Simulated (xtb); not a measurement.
xtb job for H2O2Ta, SMILES [OH][Ta][OH] (connectivity only; charge and spin as stated), neutral, multiplicity 4, GFN2-xTB. 

```
$ xtb mol.xyz --gfn 2 --sp --chrg 0 --uhf 3 --json
$ cat mol.xyz
5

Ta    -0.00000000    -0.00000000    -0.00136162
O      0.00000000     1.78687803     0.00314539
H     -0.00000000     2.74227541     0.02453584
O      0.00000000    -1.78687802     0.00314540
H     -0.00000000    -2.74227540     0.02453582
```

It prints:

```
[banner left out]
          |                Calculation Setup                |
           -------------------------------------------------



           -------------------------------------------------
          |                 G F N 2 - x T B                 |
           -------------------------------------------------

        Reference                      10.1021/acs.jctc.8b01176
      * Hamiltonian:
        H0-scaling (s, p, d)           1.850000    2.230000    2.230000
        zeta-weighting                 0.500000
      * Dispersion:
        s8                             2.700000
        a1                             0.520000
        a2                             5.000000
        s9                             5.000000
      * Repulsion:
        kExp                           1.500000    1.000000
        rExp                           1.000000
      * Coulomb:
        alpha                          2.000000
        third order                    shell-resolved
        anisotropic                    true
        a3                             3.000000
        a5                             4.000000
        cn-shift                       1.200000
        cn-exp                         4.000000
        max-rad                        5.000000


          ...................................................
          :                      SETUP                      :
          :.................................................:
          :  # basis functions                  20          :
          :  # atomic orbitals                  19          :
          :  # shells                            9          :
          :  # electrons                        19          :
          :  max. iterations                   250          :
          :  Hamiltonian                  GFN2-xTB          :
          :  restarted?                      false          :
          :  GBSA solvation                  false          :
          :  PC potential                    false          :
          :  electronic temp.          300.0000000     K    :
          :  accuracy                    1.0000000          :
          :  -> integral cutoff          0.2500000E+02      :
          :  -> integral neglect         0.1000000E-07      :
          :  -> SCF convergence          0.1000000E-05 Eh   :
          :  -> wf. convergence          0.1000000E-03 e    :
          :  Broyden damping             0.4000000          :
          :  net charge                          0          :
          :  unpaired electrons                  3          :
          ...................................................

 iter      E             dE          RMSdq      gap      omega  full diag
   1    -10.5207987 -0.105208E+02  0.128E+01    3.14       0.0  T
   2    -11.0048490 -0.484050E+00  0.233E+01    1.92       1.0  T
   3    -11.0360490 -0.312000E-01  0.187E+01    1.96       1.0  T
   4    -11.1081894 -0.721405E-01  0.218E+00    2.23       1.0  T
   5    -11.1068768  0.131267E-02  0.237E+00    2.16       1.0  T
   6    -11.1088495 -0.197275E-02  0.681E-01    2.22       1.0  T
   7    -11.1089147 -0.651839E-04  0.109E-01    2.21       1.0  T
   8    -11.1089284 -0.137420E-04  0.820E-02    2.22       1.0  T
   9    -11.1089289 -0.479598E-06  0.537E-03    2.22       8.3  T
  10    -11.1089289  0.502186E-08  0.131E-03    2.22      34.1  T
  11    -11.1089289 -0.643398E-08  0.578E-05    2.22     773.9  T
  12    -11.1089289  0.112621E-11  0.506E-05    2.22     883.8  T

   *** convergence criteria satisfied after 12 iterations ***

         #    Occupation            Energy/Eh            Energy/eV
      -------------------------------------------------------------
         1        2.0000           -0.7000099             -19.0482
       ...           ...                  ...                  ...
         5        2.0000           -0.4708672             -12.8129
         6        2.0000           -0.4708631             -12.8128
         7        2.0000           -0.4698248             -12.7846
         8        2.0000           -0.4698122             -12.7842
         9        1.0000           -0.4173889             -11.3577
        10        1.0000           -0.3092891              -8.4162
        11        1.0000           -0.3092891              -8.4162 (HOMO)
        12                         -0.2276479              -6.1946 (LUMO)
        13                         -0.2276264              -6.1940
        14                          0.0656707               1.7870
        15                          0.0656807               1.7873
        16                          0.1042223               2.8360
       ...                                ...                  ...
        19                          0.6519235              17.7397
      -------------------------------------------------------------
                  HL-Gap            0.0816413 Eh            2.2216 eV
             Fermi-level           -0.3558200 Eh           -9.6824 eV

 SCC (total)                   0 d,  0 h,  0 min,  0.002 sec
 SCC setup                      ...        0 min,  0.000 sec (  2.565%)
 Dispersion                     ...        0 min,  0.000 sec (  0.821%)
 classical contributions        ...        0 min,  0.000 sec (  0.619%)
 integral evaluation            ...        0 min,  0.000 sec ( 18.324%)
 iterations                     ...        0 min,  0.001 sec ( 51.488%)
 molecular gradient             ...        0 min,  0.000 sec ( 22.865%)
 printout                       ...        0 min,  0.000 sec (  3.047%)

         :::::::::::::::::::::::::::::::::::::::::::::::::::::
         ::                     SUMMARY                     ::
         :::::::::::::::::::::::::::::::::::::::::::::::::::::
         :: total energy             -11.052872657124 Eh    ::
         :: gradient norm              0.000279860333 Eh/a0 ::
         :: HOMO-LUMO gap              2.221572256758 eV    ::
         ::.................................................::
         :: SCC energy               -11.108929637451 Eh    ::
         :: -> isotropic ES            0.064466342767 Eh    ::
         :: -> anisotropic ES         -0.001276446093 Eh    ::
         :: -> anisotropic XC          0.000650358658 Eh    ::
         :: -> dispersion             -0.001737157824 Eh    ::
         :: repulsion energy           0.056056980327 Eh    ::
         :: add. restraining           0.000000000000 Eh    ::
         :: total charge               0.000000000002 e     ::
         :::::::::::::::::::::::::::::::::::::::::::::::::::::

           -------------------------------------------------
          |                Property Printout                |
           -------------------------------------------------

    * Orbital Energies and Occupations

         #    Occupation            Energy/Eh            Energy/eV
      -------------------------------------------------------------
         1        2.0000           -0.7000099             -19.0482
         2        2.0000           -0.6957426             -18.9321
         3        2.0000           -0.5937949             -16.1580
         4        2.0000           -0.5481595             -14.9162
         5        2.0000           -0.4708672             -12.8129
         6        2.0000           -0.4708631             -12.8128
         7        2.0000           -0.4698248             -12.7846
         8        2.0000           -0.4698122             -12.7842
         9        1.0000           -0.4173889             -11.3577
        10        1.0000           -0.3092891              -8.4162
        11        1.0000           -0.3092891              -8.4162 (HOMO)
        12                         -0.2276479              -6.1946 (LUMO)
Note: The following floating-point exceptions are signalling: IEEE_UNDERFLOW_FLAG IEEE_DENORMAL
normal termination of xtb
        13                         -0.2276264              -6.1940
        14                          0.0656707               1.7870
        15                          0.0656807               1.7873
        16                          0.1042223               2.8360
        17                          0.1350706               3.6755
        18                          0.4864979              13.2383
        19                          0.6519235              17.7397
      -------------------------------------------------------------
                  HL-Gap            0.0816413 Eh            2.2216 eV
             Fermi-level           -0.3558200 Eh           -9.6824 eV

     #   Z          covCN         q      C6AA      α(0)
     1  73 Ta       1.449     0.357   587.979    60.477
     2   8 O        1.528    -0.490    22.786     6.439
     3   1 H        0.808     0.312     0.685     1.300
     4   8 O        1.528    -0.490    22.786     6.439
     5   1 H        0.808     0.312     0.685     1.300

 Mol. C6AA /au·bohr⁶  :       1205.325607
 Mol. C8AA /au·bohr⁸  :     135584.507467
 Mol. α(0) /au        :         75.954354


Wiberg/Mayer (AO) data.
largest (>0.10) Wiberg bond orders for each atom

 ---------------------------------------------------------------------------
     #   Z sym  total        # sym  WBO       # sym  WBO       # sym  WBO
 ---------------------------------------------------------------------------
     1  73 Ta   2.697 --     4 O    1.317     2 O    1.317
     2   8 O    2.259 --     1 Ta   1.317     3 H    0.862
     3   1 H    0.902 --     2 O    0.862
     4   8 O    2.259 --     1 Ta   1.317     5 H    0.862
     5   1 H    0.902 --     4 O    0.862
 ---------------------------------------------------------------------------

Topologies differ in total number of bonds
Writing topology from bond orders to xtbtopo.mol

molecular dipole:
                 x           y           z       tot (Debye)
 q only:        0.000      -0.000       0.022
   full:       -0.000      -0.000       0.018       0.046
molecular quadrupole (traceless):
                xx          xy          yy          xz          yz          zz
 q only:       -2.790       0.000       5.579       0.000       0.000      -2.788
  q+dip:       -4.029       0.000       8.055      -0.000       0.000      -4.026
   full:       -5.090       0.000      10.177       0.000       0.000      -5.087


           -------------------------------------------------
          | TOTAL ENERGY              -11.052872657124 Eh   |
          | GRADIENT NORM               0.000279860333 Eh/α |
          | HOMO-LUMO GAP               2.221572256758 eV   |
           -------------------------------------------------

------------------------------------------------------------------------
------------------------------------------------------------------------
 total:
 SCF:
```

Self-consistency was reached.
